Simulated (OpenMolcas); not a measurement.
Fe2+ (d6) among equal point charges was computed by CASSCF with the d shell active (OpenMolcas, ANO-RCC-VDZP on the metal). Its lowest spin-free states, and all those of the highest spin:

```csv
2S+1,Degeneracy,E (cm-1)
5,1,0.0
5,2,2009
5,1,7047
5,1,9769
3,1,23124
3,2,23513
3,1,23930
3,2,24097
3,1,24310
3,1,25278
3,2,25822
3,1,25987
```

**Question.** Is the site octahedral, tetrahedral or cube-like, axial, or of lower symmetry?

**Answer.** The states with 2S+1 = 5 have orbital degeneracies 1, 2, 1, 1. There are pairs but no triples, so the site is axial: not cubic, but with a proper or improper axis of order three or more. The run had Fe2+ among 4 point charges of -1.2 e arranged as a square (D4h), 2.14 Å from the ion.

Without dynamic correlation the repulsion within the d shell is too large (B by tens of per cent), so at a given field states of lower spin stand too high. This is an electrostatic model: the charges have no orbitals. No measured value stands beside these numbers.
